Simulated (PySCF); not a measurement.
A PySCF script (with the pyscf-properties extension) for the NMR shieldings of SMILES CNN(C)CC(F)(F)F, C₄H₉F₃N₂, on a PBE0-D3(BJ)/def2-SVP geometry:

```python
import basis_set_exchange as bse
import numpy as np
from pyscf import gto, dft
from pyscf.prop import nmr

atoms = """
C    -2.273093    0.397671    0.387618
N    -1.222546    0.687254   -0.558629
N    -0.083185   -0.092368   -0.362782
C    -0.119004   -1.383750   -1.004687
C     1.133846    0.647791   -0.549148
C     2.156947    0.356819    0.526960
F     1.705129    0.662207    1.740448
F     3.265349    1.075992    0.311359
F     2.522425   -0.932988    0.548702
H    -3.142776    1.031249    0.155882
H    -1.926274    0.645590    1.401262
H    -2.613759   -0.658293    0.395050
H    -1.562163    0.601859   -1.521324
H     0.776479   -1.962048   -0.741451
H    -0.994107   -1.953457   -0.657936
H    -0.168400   -1.306280   -2.114636
H     1.626177    0.473338   -1.528433
H     0.894406    1.716320   -0.479208
"""
names = dict.fromkeys(["C", "N", "F", "H"], "pcSseg-1")
basis = {el: gto.basis.parse(bse.get_basis(n, elements=[el], fmt="nwchem")) for el, n in names.items()}
mol = gto.M(atom=atoms, basis=basis, charge=0, verbose=0)
mf = dft.RKS(mol, xc="HYB_GGA_XC_B97_2")
mf.grids.level = 2
mf.grids.alignment = dft.numint.BLKSIZE   # the property module wants whole blocks of grid points
mf.conv_tol = 1e-9
mf.kernel()

calc = nmr.RKS(mf)   # GIAO
C = mf.mo_coeff
Co = C[:, mf.mo_occ > 0]
resp = mf.gen_response(singlet=True, hermi=2)
def vind(x):   # induced exchange potential for any number of trial vectors
    d = np.einsum("pi,xij,qj->xpq", C, 2 * x.reshape(-1, C.shape[1], Co.shape[1]), Co, optimize=True)
    return np.einsum("xpq,pi,qj->xij", resp(d - d.transpose(0, 2, 1)), C, Co, optimize=True).ravel()
mo1, _ = nmr.rhf.solve_mo1(calc, with_cphf=vind)
sigma = calc.kernel(mo1)
for i, s in enumerate(sigma):   # ppm
    print("%2d %-2s %9.2f" % (i, mol.atom_pure_symbol(i), np.trace(s) / 3))
```

Question: What are the results?

Answer: 
```
 0 C     145.98
 1 N     151.46
 2 N     186.00
 3 C     144.28
 4 C     119.54
 5 C      55.10
 6 F     266.82
 7 F     264.51
 8 F     269.25
 9 H      29.04
10 H      28.69
11 H      28.70
12 H      30.05
13 H      28.65
14 H      28.54
15 H      29.76
16 H      28.66
17 H      28.22
```

These numbers come from an equivalent density-fitted implementation of the same equations, which agrees with the script to about 0.01 ppm for H and up to a few tenths of a ppm for heavy atoms, so last digits may differ.

Question: Turn these shieldings into chemical shifts. References, each an isolated molecule treated in the same way: ¹³C (σref 183.69) and ¹H (σref 31.38) against TMS; ¹⁵N (σref 262.91) vs NH3; CFCl3 for ¹⁹F (σref 178.12).

Answer: Averaging equivalent atoms: C 5: 128.6; C 4: 64.2; C 3: 39.4; C 0: 37.7; N 1: 111.5; N 2: 76.9; F 6/7/8: -88.7; H 16/17: 2.93; H 9/10/11: 2.57; H 13/14/15: 2.39; H 12: 1.33 ppm. Unscaled 19F shifts against computed CFCl3 carry errors that often reach 10 to 50 ppm. Experimental scales use liquid or dissolved standards, which lie at an offset from isolated NH3 (liquid NH3: subtract about 20 ppm).

Size and cost of the density-fitted run: 198 basis functions, 55 s wall time on 1 thread of an Arm Neoverse N1, shared host; peak memory 0.89 GiB.
